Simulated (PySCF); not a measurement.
Isomers of [C8H5O2]-.

All values: PBE0/pcSseg-1 (PySCF) at GFN2-xTB geometries, gas phase, one conformer each.

(1) Rank by the highest Hirshfeld charge on any atom, lowest value first.
A. `[CH:1]#[C:2][c:3]1[cH:4][cH:5][cH:6][c:7]([OH:8])[c:9]1[O-:10]` (charge -1) with C6–C7–O8–H 180°
B. `O=C([O-])c1cccc2c1C2`
C. `[CH:1]#[C:2][c:3]1[cH:4][c:5]([OH:6])[cH:7][cH:8][c:9]1[O-:10]` (charge -1) with C4–C5–O6–H 0°

(2) Rank by HOMO energy, highest first.
A. `[CH:1]#[C:2][c:3]1[cH:4][c:5]([OH:6])[cH:7][cH:8][c:9]1[O-:10]` (charge -1) with C4–C5–O6–H 0°
B. `O=C([O-])c1cccc2c1C2`
C. `[CH:1]#[C:2][c:3]1[cH:4][cH:5][c:6]([OH:7])[cH:8][c:9]1[O-:10]` (charge -1) with C5–C6–O7–H 180°

## Answers

(1) B (+0.095 e), A (+0.106 e), C (+0.150 e).

(2) A (-0.45 eV), C (-0.81 eV), B (-1.52 eV).

All values together:

```csv
SMILES,HOMO (eV),LUMO (eV),lowest IAO charge (e),highest IAO charge (e),lowest Hirshfeld charge (e),highest Hirshfeld charge (e)
C#Cc1cc(O)ccc1[O-],-0.45,3.58,-0.636 (O),+0.341 (H),-0.420 (O),+0.150 (H)
O=C([O-])c1cccc2c1C2,-1.52,3.15,-0.654 (O),+0.502 (C),-0.434 (O),+0.095 (C)
C#Cc1cccc(O)c1[O-],-0.82,3.83,-0.619 (O),+0.341 (H),-0.376 (O),+0.106 (H)
C#Cc1ccc(O)cc1[O-],-0.81,3.91,-0.624 (O),+0.346 (H),-0.409 (O),+0.154 (H)
```

Conformers: `[CH:1]#[C:2][c:3]1[cH:4][c:5]([OH:6])[cH:7][cH:8][c:9]1[O-:10]` (charge -1) with C4–C5–O6–H 0°; `[CH:1]#[C:2][c:3]1[cH:4][cH:5][cH:6][c:7]([OH:8])[c:9]1[O-:10]` (charge -1) with C6–C7–O8–H 180°; `[CH:1]#[C:2][c:3]1[cH:4][cH:5][c:6]([OH:7])[cH:8][c:9]1[O-:10]` (charge -1) with C5–C6–O7–H 180°.
